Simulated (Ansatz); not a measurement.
Relaxation of C₂H₆NO₂Sb (12 atoms, charge 0, multiplicity 1), to a largest force component of 0.02 eV/Å in at most 50 steps.

Method: RKS PBE/def2-SVP (Ansatz 0.2.0).

```xyz
12
Properties=species:S:1:pos:R:3:forces:R:3
N -0.926 -0.872 0.974 -2.31 2.53 -1.74
C 0.102 -0.019 0.398 -0.05 -1.81 0.29
O 1.106 0.120 1.325 1.82 -0.17 1.11
Sb 0.953 -0.954 -1.419 -0.46 -0.39 -1.07
C -0.415 1.346 0.049 -1.58 2.02 4.06
O -0.881 2.081 0.942 0.78 -1.32 -1.53
H -1.685 -0.948 0.234 0.59 -0.31 1.14
H -0.561 -1.764 1.160 0.71 -2.08 0.25
H 1.559 -0.760 1.479 -0.62 1.00 -0.24
H 1.754 0.494 -1.857 0.12 0.25 -0.28
H -0.560 -0.509 -2.317 0.78 -0.20 0.25
H -0.368 1.730 -0.936 0.22 0.48 -2.24
```

**Question.** Where does it end, and by what steps?

**Answer.** The run converged. After 35 steps the energy has fallen by 1.260 eV; H9 moved furthest, 1.42 Å.

```csv
step,energy less start (eV),largest force component (eV/Å),accepted
0,0.0000,4.063,yes
2,-0.4579,0.659,yes
4,-0.5036,0.223,yes
6,-0.6230,0.449,yes
8,-0.8037,0.756,yes
10,-0.8188,2.323,no
12,-0.9557,0.230,yes
14,-0.9907,0.391,yes
16,-0.9791,0.989,no
18,-1.0390,0.297,yes
20,-1.0607,0.412,yes
22,-1.0736,0.368,yes
24,-1.1094,0.435,yes
26,-1.1686,1.082,yes
28,-1.1672,0.902,no
30,-1.2575,0.319,yes
32,-1.2601,0.047,yes
34,-1.2602,0.031,no
35,-1.2604,0.008,yes
```

```xyz
12
Properties=species:S:1:pos:R:3
N -1.026 -1.166 0.838
C 0.024 -0.259 0.577
O 1.032 -0.317 1.497
Sb 1.028 -0.766 -1.607
C -0.349 1.147 0.250
O 0.338 2.072 0.683
H -1.792 -1.090 0.160
H -0.707 -2.140 0.885
H 1.308 0.637 1.573
H 1.809 0.760 -1.870
H -0.337 -0.241 -2.553
H -1.252 1.307 -0.400
```

Whether the end is a true minimum wasn't checked by a vibrational analysis.

Run time: 120 s on 2 threads of Intel(R) Xeon(R) Platinum 8259CL CPU @ 2.50GHz (Skylake/Cascade Lake), with other jobs on the host, peak memory 0.19 GiB.
